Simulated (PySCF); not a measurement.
A side-by-side comparison of computed properties.

First species: C5H9FO2Si.
InChI=1S/C5H9FO2Si/c6-2-1-5-8-3-4(7)9-5/h5H,1-3,9H2/t5-/m1/s1

Second species: C₉H₁₁P.
InChI=1S/C9H11P/c1-8-3-2-4-9(7-8)10-5-6-10/h2-4,7H,5-6H2,1H3

Levels: PBE0/pcSseg-1 for HOMO energy, LUMO energy and HOMO–LUMO gap. Geometries: GFN2-xTB. Each structure is a single optimised conformer of the isolated species, non-relativistic unless stated; the electronic structure was computed with PySCF and density fitting.

The conformers computed, where there is a choice (atom-mapped SMILES and torsion angles):
- `[CH3:1][c:2]1[cH:3][cH:4][cH:5][c:6]([P:7]2[CH2:8][CH2:9]2)[cH:10]1`: C5–C6–P7–C8 68°

The conformers of `O=C1CO[C@@H](CCF)[SiH2]1` aren't listed.

Values for the first species:

| Item | Value |
| --- | --- |
| HOMO energy | -6.41 eV |
| LUMO energy | -1.27 eV |
| HOMO–LUMO gap | 5.14 eV |

(1) Estimate the same properties for the second species, and the change in each.

Answers

(1) 
```json
{"property": "HOMO energy", "first": "-6.41 eV", "second": "-6.69 eV", "second less first": "-0.28 eV"}
{"property": "LUMO energy", "first": "-1.27 eV", "second": "-0.45 eV", "second less first": "+0.82 eV"}
{"property": "HOMO–LUMO gap", "first": "5.14 eV", "second": "6.24 eV", "second less first": "+1.10 eV"}
```

